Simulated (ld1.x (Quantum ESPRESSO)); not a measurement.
**boron: variants of one TM potential**

Base potential:

* Element: boron (B)
* Generator: ld1.x (Quantum ESPRESSO) 7.5
* Type: norm-conserving Troullier–Martins (Kleinman–Bylander form)
* Functional: LDA (PZ)
* Relativity: scalar-relativistic
* Frozen core: [He]
* Valence charge: 3
* Reference configuration: 2s1 2p0 (charge +2)
* Partial waves: 2s (bound): rc 1.35 bohr; 2p (bound, empty): rc 2.05 bohr; 3d channel at 0.05 Ry: rc 2.05 bohr
* Local potential: the d channel
* Core correction: none

All-electron outer shells of the reference configuration (LDA (PZ), scalar-relativistic, ld1.x):

```
shell  level (eV)  outermost node (bohr)  outermost maximum (bohr)
   2s      -31.34                   0.46                      1.37
   2p      -25.52                      –                      1.26
```

Cutoffs, loose and tight: the cutoffs (Ry, on a coarse ladder) from which the occupation-weighted sum of valence levels, in a spherical-Bessel basis at the reference potential, stays within 10 and 1 mRy of its value at 400 Ry. They do not see the model core or the augmentation charge, which bear on the density cutoff. Test errors are all-electron minus pseudo excitation energies from the reference, over the configurations 2s2 2p1; 2s2 2p0; 2s2 2p0.5; 2s1 2p1; 2s2 2p1.3; 2s0 2p3; 2s1 2p2 (two spin-polarised tests are not counted in the largest error). A dash means not determined; rows that change the core or the reference have their own tests.

```tsv
change	outcome	cutoff, loose	cutoff, tight	bound ghosts	largest test error (meV)
base	generated	21 Ry	50 Ry	none	+288
wave 2p (bound): rc 2.05 bohr becomes 2p (bound): rc 1.38 bohr	generated	21 Ry	50 Ry	none	+223
wave 2p (bound): rc 2.05 bohr becomes 2p (bound): rc 1.66 bohr	generated	21 Ry	50 Ry	none	+239
wave 2p (bound): rc 2.05 bohr becomes 2p (bound): rc 2.08 bohr	generated	21 Ry	50 Ry	none	+299
wave 2p (bound): rc 2.05 bohr becomes 2p (bound): rc 2.64 bohr	generated	21 Ry	50 Ry	none	+484
```

Problem. What comes out with this change to the base: wave 2p (bound): rc 2.05 bohr becomes 2p (bound): rc 2.96 bohr?

Solution. outcome: generated; cutoff, loose: 21 Ry; cutoff, tight: 50 Ry; bound ghosts: none; largest test error (meV): +697.

Problem. What comes out with this change to the base: wave 2p (bound): rc 2.05 bohr becomes 2p (bound): rc 2.30 bohr?

Solution. outcome: generated; cutoff, loose: 21 Ry; cutoff, tight: 50 Ry; bound ghosts: none; largest test error (meV): +358.

Reading the sweep of the p radius (base included, trends over the rows without a ghost): The loose cutoff stays near 21 Ry. The median size of the test errors (rows with all tests solved) rises from 150.5 meV at 1.38 to 321.6 meV at 2.96 bohr. More of the atom is replaced by a form fitted at one configuration, so other configurations suffer as the radius grows.
